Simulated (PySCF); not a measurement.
PySCF 2.14 output of an unrestricted MN15 calculation on a single atom or ion in aug-cc-pVDZ-DK (7s6p4d2f, 59 functions), with scalar relativity by spin-free X2C-1e:

```
SCF conv_tol = 1e-09
number electrons alpha = 11  beta = 9
    H. S. Yu, X. He, S. L. Li, and D. G. Truhlar.,  Chem. Sci. 7, 5032-5051 (2016)
    H. S. Yu, X. He, S. L. Li, and D. G. Truhlar.,  Chem. Sci. 7, 5032-5051 (2016)
cycle= 1 E= -852.949943928606  delta_E= -0.00664  |g|= 0.00904  |ddm|= 7.48
cycle= 2 E= -852.949999919789  delta_E= -5.6e-05  |g|= 0.00109  |ddm|= 2.94
cycle= 3 E= -852.950001048907  delta_E= -1.13e-06  |g|= 0.000144  |ddm|= 0.275
cycle= 4 E= -852.950001080656  delta_E= -3.17e-08  |g|= 1.49e-05  |ddm|= 0.0329
cycle= 5 E= -852.950001081244  delta_E= -5.89e-10  |g|= 1.6e-06  |ddm|= 0.000928
converged SCF energy = -852.950001081244  <S^2> = 2.0000798  2S+1 = 3.0000532
```

The run itself started from symmetry-adapted Hartree-Fock orbitals and held the occupation by maximum overlap, on a logarithmic radial grid, so the iterations belong to that start.

Problem. Which element, charge and spin multiplicity is this?

Solution. Ti²⁺ (titanium, charge +2), multiplicity 3; the state was [Ar] 3d1 4p1, one real determinant (an excited configuration).

⟨L²⟩ = 8.01 against 12 for a pure F term, so this real determinant mixes terms.
